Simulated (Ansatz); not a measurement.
Ansatz (a quantum-chemistry and plane-wave program) job for SiBrF2, SMILES F[Si](F)Br, multiplicity 2, PBE/def2-SVPD. Coordinates come from a PBE0-D3(BJ)/def2-SVP optimisation.

Ansatz 0.2 input:
```yaml
crystal:
  periodic: [false, false, false]
  atoms:
    - {symbol: Si, position_ang: [-0.94374987, -0.42698082, 0.00000000]}
    - {symbol: Br, position_ang: [1.21835650, 0.04137586, 0.00000000]}
    - {symbol: F, position_ang: [-1.63499886, 0.25164314, 1.29013743]}
    - {symbol: F, position_ang: [-1.63499885, 0.25164314, -1.29013744]}
basis:
  gaussian:
    orbitals: def2-SVPD
hamiltonian:
  xc: {name: PBE}
magnetization: {spin_polarized: true, initial_magnetization: 1}
```

Program output:

```
WARN ansatz: RAYON_NUM_THREADS=1 ignored (pool sized by the plan → 1); use --threads N
Functional definition: PBE
integrals: 0.05 GiB planned
1037 factors; their error is unknown
mean field: 0.39 GiB planned
mean field evaluation 1: about -83323.0277 eV, gradient 3.3e1 eV
mean field evaluation 2: about -83303.3178 eV, gradient 8.5e1 eV
mean field evaluation 4: about -83326.4784 eV, gradient 3.3e0 eV
mean field evaluation 8: about -83326.5019 eV, gradient 5.1e-2 eV
mean field evaluation 16: about -83326.5019 eV, gradient 3.1e-5 eV
mean field -83326.50188927 eV, -3062.1924636990 hartree, gradient 3.1e-5 eV, S^2 0.751670; 0 other end points of the search recorded, 0 dependent functions left out
reference -83326.50193776 eV, -3062.1924654811 hartree; 34, 33 occupied and 77, 78 virtual orbitals, 1037 factors
Total energy: -83326.50193776 eV, -3062.1924654811 hartree
```

The run converged.

Cost: about 1.9 core-seconds (a rough figure).
